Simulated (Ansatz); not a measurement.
One change: `[NH]1[AlH][SiH2]1` becomes `[F][Al]1[NH][SiH2]1`.

Ansatz, PBE0-D4/def2-TZVP geometries, multiplicity 1. 

| property | `[NH]1[AlH][SiH2]1` |
| --- | --- |
| size of the dipole moment (ωB97M-V/def2-TZVPP) / D | 1.17 |
| HOMO energy (ωB97M-V/def2-TZVPP) / eV | -8.43 |
| HOMO–LUMO gap (PBE0/def2-TZVPP) / eV | 5.40 |
| HOMO–LUMO gap (B3LYP/def2-TZVPP) / eV | 5.05 |
| HOMO energy (B3LYP/def2-TZVPP) / eV | -6.31 |
| HOMO–LUMO gap (ωB97M-V/def2-TZVPP) / eV | 9.00 |

What does the change do to each property? (Best estimate.)

Computed: 
```
                                          property  `[F][Al]1[NH][SiH2]1`  shift
size of the dipole moment (ωB97M-V/def2-TZVPP) / D                   0.95  -0.22
             HOMO energy (ωB97M-V/def2-TZVPP) / eV                  -8.90  -0.47
              HOMO–LUMO gap (PBE0/def2-TZVPP) / eV                   5.37  -0.03
             HOMO–LUMO gap (B3LYP/def2-TZVPP) / eV                   4.96  -0.09
               HOMO energy (B3LYP/def2-TZVPP) / eV                  -6.75  -0.44
           HOMO–LUMO gap (ωB97M-V/def2-TZVPP) / eV                   9.04   0.04
```

Dipoles are sizes alone; their direction can turn.

B3LYP here is the variant with VWN-RPA as its local correlation; programs differ in this.
